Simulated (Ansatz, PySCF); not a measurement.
pentafluorosilicate (F5Si), SMILES F[Si-](F)(F)(F)F, charge -1.

Coordinates come from a TPSSh-D3(BJ)/def2-SVPD optimisation.

Estimates of the vertical detachment energy (IE) of the anion in eV. Rows of orbital energies are one-electron estimates, which approximate functionals can put far too low.

```csv
level,IE
"−ε(HOMO), −ε(LUMO), B3LYP/def2-SVPD (PySCF)",5.08
"−ε(HOMO), −ε(LUMO), PBE/def2-SVPD (PySCF)",?
"ΔSCF, PBE0/def2-SVPD (Ansatz), final states of multiplicity 2",7.80
"ΔSCF, PBE/def2-SVPD (Ansatz), final states of multiplicity 2",6.75
```

**Question.** Fill in the missing entries. (Estimate from the structure and the level; the computed values follow.)

**Answer.** 
- −ε(HOMO), −ε(LUMO), PBE/def2-SVPD (PySCF), IE: 3.27

**Question.** What vertical singlet–triplet gap does ΔSCF give with PBE0/def2-SVPD (Ansatz, a first-principles code) and with PBE/def2-SVPD (Ansatz)? (The exact figures need the calculation; the answer reports its results.)

**Answer.** 8.81 and 7.55 eV (triplet above singlet where positive).
